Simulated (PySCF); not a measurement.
Si(H)(Vi)(NH2)2, C2H8N2Si, SMILES [SiH](N)(N)C=C, singlet, CAM-B3LYP/def2-SVP optimised geometry.

```
13

Si     0.02    -1.68     0.00
N     -0.71    -2.42    -1.38
N     -0.39    -2.57     1.42
C     -0.58     0.09     0.00
C     -1.17     0.64     1.06
H      1.52    -1.68     0.00
H     -1.07    -1.87    -2.14
H     -0.50    -3.37    -1.65
H     -1.35    -2.82     1.65
H      0.24    -2.68     2.20
H     -0.44     0.72    -0.89
H     -1.52     1.68     1.08
H     -1.33     0.06     1.98
```

Density from CAM-B3LYP/def2-TZVP (PySCF) at that geometry.

Minimum of the electron density along straight lines between bonded atoms, close to the bond critical point (lines longer than 1.1 times the sum of covalent radii, or with two minima, are not listed):

```json
[
 {"bond": "Si1–N2", "length / Å": "1.723", "ρ at the minimum / e bohr⁻³": "0.133", "∇²ρ there / e bohr⁻⁵": "0.55", "position (fraction from the first atom)": "0.40"},
 {"bond": "Si1–N3", "length / Å": "1.721", "ρ at the minimum / e bohr⁻³": "0.133", "∇²ρ there / e bohr⁻⁵": "0.56", "position (fraction from the first atom)": "0.40"},
 {"bond": "Si1–C4", "length / Å": "1.875", "ρ at the minimum / e bohr⁻³": "0.123", "∇²ρ there / e bohr⁻⁵": "0.19", "position (fraction from the first atom)": "0.39"},
 {"bond": "C4–C5", "length / Å": "1.335", "ρ at the minimum / e bohr⁻³": "0.351", "∇²ρ there / e bohr⁻⁵": "-1.07", "position (fraction from the first atom)": "0.49"},
 {"bond": "Si1–H6", "length / Å": "1.496", "ρ at the minimum / e bohr⁻³": "0.122", "∇²ρ there / e bohr⁻⁵": "0.12", "position (fraction from the first atom)": "0.49"},
 {"bond": "N2–H7", "length / Å": "1.013", "ρ at the minimum / e bohr⁻³": "0.331", "∇²ρ there / e bohr⁻⁵": "-1.60", "position (fraction from the first atom)": "0.74"},
 {"bond": "N2–H8", "length / Å": "1.013", "ρ at the minimum / e bohr⁻³": "0.331", "∇²ρ there / e bohr⁻⁵": "-1.60", "position (fraction from the first atom)": "0.74"},
 {"bond": "N3–H9", "length / Å": "1.013", "ρ at the minimum / e bohr⁻³": "0.331", "∇²ρ there / e bohr⁻⁵": "-1.61", "position (fraction from the first atom)": "0.74"},
 {"bond": "N3–H10", "length / Å": "1.012", "ρ at the minimum / e bohr⁻³": "0.332", "∇²ρ there / e bohr⁻⁵": "-1.62", "position (fraction from the first atom)": "0.74"},
 {"bond": "C4–H11", "length / Å": "1.099", "ρ at the minimum / e bohr⁻³": "0.273", "∇²ρ there / e bohr⁻⁵": "-0.93", "position (fraction from the first atom)": "0.64"},
 {"bond": "C5–H12", "length / Å": "1.095", "ρ at the minimum / e bohr⁻³": "0.278", "∇²ρ there / e bohr⁻⁵": "-0.98", "position (fraction from the first atom)": "0.65"},
 {"bond": "C5–H13", "length / Å": "1.096", "ρ at the minimum / e bohr⁻³": "0.279", "∇²ρ there / e bohr⁻⁵": "-0.98", "position (fraction from the first atom)": "0.65"}
]
```
